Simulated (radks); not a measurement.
Q: Isoelectronic series with 22 electrons, all held in the configuration [Ar] 3d4, which need not be the ground one along the series. Method: scalar-relativistic Kohn-Sham, PBEsol, spin-unpolarised, spherical densities, finite nucleus; Fermi nuclear charge, rms radius of each element as measured or else 0.836 A^(1/3) + 0.57 fm; computed with a radial shooting solver on a logarithmic mesh with Libxc functionals. Total energies (hartree) and orbital eigenvalues (eV) (* marks an orbital that is empty in some or all of the ions):

ion    E (hartree)        4p*        4s*         3d         3p         3s         2p
Cr2+   -1048.60906   -13.2289   -18.4225   -22.8135   -66.3123   -94.8803  -581.6770
Mn3+   -1155.08782   -23.1415   -29.8791   -41.1628   -90.1381  -121.5482  -666.7669
Fe4+   -1267.13888   -35.1604   -43.4448   -63.3354  -117.7754  -152.1526  -759.6164
Co5+   -1384.76091   -49.1561   -58.9884   -89.0340  -148.9197  -186.3674  -859.9165
Ni6+   -1507.96042   -65.0566   -76.4429  -118.1038  -183.4234  -224.0349  -967.5131
Cu7+   -1636.74745   -82.8174   -95.7692  -150.4534  -221.2049  -265.0696  -1082.320
Zn8+   -1771.13602  -102.4090  -116.9430  -186.0243  -262.2153  -309.4224  -1204.288
Ga9+   -1911.14144  -123.8110  -139.9483  -224.7764  -306.4238  -357.0642  -1333.384
Ge10+  -2056.78108  -147.0093  -164.7750  -266.6812  -353.8102  -407.9787  -1469.592
As11+  -2208.07419  -171.9938  -191.4169  -311.7175  -404.3615  -462.1576  -1612.901
Se12+  -2365.04051  -198.7571  -219.8704  -359.8694  -458.0693  -519.5982  -1763.308
Kr14+  -2696.08046  -257.6023  -282.2082  -465.4742  -574.9379  -644.2746  -2085.423
Rb15+  -2870.20045  -289.6787  -316.0945  -522.9102  -638.0959  -711.5227  -2257.142
Sr16+  -3050.08648  -323.5225  -351.7955  -583.4270  -704.4042  -782.0561  -2435.982

Estimate the row of Br13+.

A: E (hartree) -2527.70178; 4p* -227.2944; 4s* -250.1341; 3d -411.1248; 3p -514.9289; 3s -580.3023; 2p -1920.813.
